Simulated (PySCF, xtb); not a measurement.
ClH₆NOSi₂, SMILES Cl[Si@H](N[SiH3])O.

xtb 6.7.1 with GFN2-xTB at its own geometry gives an orbital gap of 5.58 eV and a dipole moment of 2.47 D.

Coordinates come from a r2SCAN-D4/def2-SVP optimisation. The structure was generated by enumeration; whether it is a known compound was not checked. One conformer was computed; it need not be the lowest.

Question: What does PBE/def2-TZVP in PySCF give? (The exact figures need the calculation; the answer reports its results.)

Answer: gap 5.86 eV (levels -6.57 and -0.70 eV), dipole 2.03 D.
